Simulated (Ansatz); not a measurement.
Ideal-gas functions of Cl$_{2}$F$_{2}$H$_{2}$In$_{2}$, SMILES `[Cl][In@H-]1[F+][In@H-]([Cl])[F+]1` at 298.15 K and 1 bar, from an Ansatz frequency run at PBE0-D4/def2-TZVP.

Molar mass 340.55 g/mol, point group C2h (symmetry number 2), electronic degeneracy 1, moments of inertia 266.957, 1242.237, 1380.411 u Å². Harmonic wavenumbers (cm⁻¹, unscaled): 29, 56, 70, 130, 163, 174, 296, 354, 357, 369, 411, 412, 438, 458, 459, 472, 1945, 1946.

Use S(trans) = R[1.5 ln M + 2.5 ln T − 1.1517]; rotational temperatures θ = 24.2544 K / I; S(rot) = R[ln(√π/σ · √(T³/θAθBθC)) + 1.5]; for each mode x = 1.438777 ν̃/T, S = R[x/(eˣ − 1) − ln(1 − e⁻ˣ)] and H = RT x/(eˣ − 1); 1 cm⁻¹ = 0.0119627 kJ/mol; R = 8.31446 J/(mol·K).

**Question.** By hand: the entropy, in J/(mol·K).

**Answer.** Translation 181.6. Rotation: θ = 0.0909, 0.0195, 0.0176 K, giving 125.7. Vibration, mode by mode: 24.67, 19.22, 17.38, 12.33, 10.52, 10.01, 6.02, 4.80, 4.75, 4.54, 3.86, 3.85, 3.48, 3.23, 3.22, 3.06, 0.01, 0.01, in all 135.0. Electronic 0.0. Sum 442.3 J/(mol·K).

**Question.** By hand: H − E and G − E in kJ/mol, counted from the electronic energy.

**Answer.** Zero-point energy ½ × 8539 × 0.0119627 = 51.1; thermal vibration 19.7; translation, rotation and pV give 4 RT = 9.9. H − E = 80.7 kJ/mol, and G − E = 80.7 − 298.15 × 442.3/1000 = -51.2 kJ/mol.

Vibration gives 31 % of the entropy, 73.6 J/(mol·K) of it from the modes under 150 cm⁻¹: soft modes count most, and the harmonic formula is weakest for them.
